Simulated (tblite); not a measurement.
Here is a computed GFN2-xTB geometry (Å):
```
atom  x, y, z in Å
C1     0.421    1.238    0.008
N2     0.204   -0.187   -0.015
C3    -1.198   -0.525    0.014
Si4    1.353   -1.244   -0.795
Cl5    2.499   -2.286    0.590
H6    -0.041    1.653    0.908
H7    -0.022    1.736   -0.863
H8     1.487    1.447    0.029
H9    -1.648   -0.094    0.912
H10   -1.314   -1.605    0.042
H11   -1.735   -0.132   -0.857
```

Triplet state.

Q: Read off the bonds between heavy atoms and their formal orders.

A: C1–N2 1.44 Å (single); N2–C3 1.44 Å (single); N2–Si4 1.75 Å (single); Si4–Cl5 2.08 Å (single). Bonds to hydrogen (Å): C1–H6 1.09; C1–H7 1.10; C1–H8 1.09; C3–H9 1.09; C3–H10 1.09; C3–H11 1.10.

Q: Which species is it?

A: `CN(C)[Si]Cl`, C2H6ClNSi.

Q: Name the point group.

A: Cs (tolerance 0.08 Å).

Q: Describe the place of each heavy atom.

A: C1/C3: carbon bonded to N and 3 H; N2: nitrogen bonded to 2 C and Si; Si4: silicon bonded to Cl and N; Cl5: chlorine bonded to Si.

Q: What is the arrangement about Si4?

A: It has 2 neighbours (N2, Cl5) and is bent (angle 111.6°).

Q: What is the arrangement about C1?

A: It has 4 neighbours (N2, H6, H7, H8) and is tetrahedral (angles from 108.1° to 112.1°).
